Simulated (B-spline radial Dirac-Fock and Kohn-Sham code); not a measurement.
**Compton profile of Co²⁴⁺**

System: Co²⁴⁺, [He] 2s1.

Calculated with a radial finite-basis atomic code, using the impulse approximation on relativistic Hartree-Fock (Dirac-Fock) wave functions, averaged over the configuration. pz is in atomic units of momentum; subshell profiles are per electron, for a selection of subshells; open shells are spread over both j values by their weights.

```
 pz    J total   J 1s1/2   J 2s1/2
  0     0.1680    0.0315     0.105
0.3     0.1676    0.0314     0.105
0.4     0.1672    0.0314     0.104
0.5     0.1668    0.0314     0.104
0.6     0.1662    0.0314     0.103
0.8     0.1649    0.0314     0.102
  1     0.1632    0.0313     0.101
1.2     0.1611    0.0313    0.0986
1.4     0.1587    0.0312    0.0963
1.6     0.1561    0.0311    0.0938
1.8     0.1531    0.0310    0.0910
  2     0.1499    0.0309    0.0881
2.5     0.1411    0.0306    0.0798
  3     0.1314    0.0303    0.0708
  4     0.1114    0.0294    0.0525
  5    0.09284    0.0284    0.0361
  7    0.06583    0.0258    0.0142
 10    0.04641    0.0213   0.00386
 15    0.03079    0.0139   0.00293
 20    0.01891   0.00842   0.00208
 30   0.006303   0.00284  0.000615
 40   0.002183   0.00100  0.000182
 60  0.0003609  0.000168  2.51e-05
100  2.809e-05  1.32e-05  1.72e-06
```

J(0) = 0.1680. The 2s1/2 subshell gives the largest part, 63 %.

Mean momentum ⟨p⟩ by subshell (a.u.): 1s1/2 23.2, 2s1/2 8.77.
